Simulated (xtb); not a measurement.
Harmonic IR lines of one isomer of C10H8BF, unscaled. All values below come from GFN2-xTB run with xtb.

wavenumber (cm⁻¹): 588 (w), 801 (s), 823 (vw), 833 (m), 839 (w), 941 (w), 1015 (m), 1160 (m), 1179 (m), 1230 (s), 1250 (m), 1260 (w), 1314 (w), 1357 (w), 1443 (w), 1485 (vw), 1515 (m), 1583 (m), 1590 (vs), 2641 (vs), 2673 (s), 3040 (w), 3067 (w), 3129 (w), 3144 (w), 3154 (w)

Q: Identify which structure gives these lines.
A. `Bc1cc2ccc(F)ccc-2c1`
B. `Bc1ccc2cc(F)cc-2cc1`
C. `Bc1c(F)cccc2cccc1-2`
D. `Bc1ccc(F)c2cccc-2c1`

A: D, `Bc1ccc(F)c2cccc-2c1`
